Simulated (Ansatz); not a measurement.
Ansatz (an electronic-structure program) input (PBE0/def2-TZVPD):

Ansatz 0.2 input:
```yaml
crystal:
  periodic: [false, false, false]
  atoms:
    - {symbol: N, position_ang: [-2.19177987, -0.74232467, -0.67288477]}
    - {symbol: C, position_ang: [-0.87384911, -0.29933315, -0.25580611]}
    - {symbol: C, position_ang: [-0.61321089, 1.01141080, 0.10134544]}
    - {symbol: S, position_ang: [1.08733458, 1.04688191, 0.44753425]}
    - {symbol: C, position_ang: [1.39854886, -0.63719192, 0.14256068]}
    - {symbol: C, position_ang: [0.22094243, -1.22107817, -0.24383759]}
    - {symbol: H, position_ang: [-2.78106730, 0.08453494, -0.63798773]}
    - {symbol: H, position_ang: [-2.57184274, -1.39091683, 0.01293699]}
    - {symbol: H, position_ang: [2.36996035, -1.10365921, 0.23519661]}
    - {symbol: H, position_ang: [0.13346778, -2.26664191, -0.52607518]}
basis:
  gaussian:
    orbitals: def2-TZVPD
hamiltonian:
  xc: {name: PBE0}
total_charge: -1
output: {forces: true}
```

End of the output:

```
integrals: 0.22 GiB planned
1394 factors; their error is unknown
0.46 GiB of the device are held for the grids
1.61 GiB of device memory are held for the factors and their scratch space
mean field: 1.66 GiB planned
mean field evaluation 1: about -16522.5514 eV, gradient 5.4e1 eV
mean field evaluation 2: about -16507.4896 eV, gradient 9.0e1 eV
mean field evaluation 4: about -16529.2822 eV, gradient 9.4e0 eV
mean field evaluation 8: about -16529.4994 eV, gradient 2.5e-1 eV
mean field evaluation 16: about -16529.5287 eV, gradient 7.9e-3 eV
mean field -16529.52866232 eV, -607.4489742234 hartree, gradient 1.8e-5 eV, S^2 0.000000; 0 other end points of the search recorded, 0 dependent functions left out
the calculation of the forces begins
reference -16529.52870632 eV, -607.4489758402 hartree; 26, 26 occupied and 241, 241 virtual orbitals, 1394 factors
Total energy: -16529.52870632 eV, -607.4489758402 hartree
Atom 0 at    -2.191780    -0.742325    -0.672885 Å, force     0.220796     0.090918     0.126389 eV/Å
Atom 1 at    -0.873849    -0.299333    -0.255806 Å, force    -0.060018    -0.055667    -0.010388 eV/Å
Atom 2 at    -0.613211     1.011411     0.101345 Å, force     0.284429    -0.089181     0.018507 eV/Å
Atom 3 at     1.087335     1.046882     0.447534 Å, force    -0.329639    -0.395410    -0.143681 eV/Å
Atom 4 at     1.398549    -0.637192     0.142561 Å, force    -0.242202     0.244713    -0.001154 eV/Å
Atom 5 at     0.220942    -1.221078    -0.243838 Å, force     0.012370     0.245465     0.050730 eV/Å
Atom 6 at    -2.781067     0.084535    -0.637988 Å, force     0.021418    -0.028427     0.001573 eV/Å
Atom 7 at    -2.571843    -1.390917     0.012937 Å, force     0.033076     0.042341    -0.044373 eV/Å
Atom 8 at     2.369960    -1.103659     0.235197 Å, force     0.054435    -0.006234     0.010353 eV/Å
Atom 9 at     0.133468    -2.266642    -0.526075 Å, force     0.005333    -0.048518    -0.007956 eV/Å
Dipole moment:     0.184859    -0.687661     0.113395 e Å
```

It need not be the lowest isomer of its formula. Whether it binds its extra electron was not tested at this geometry.
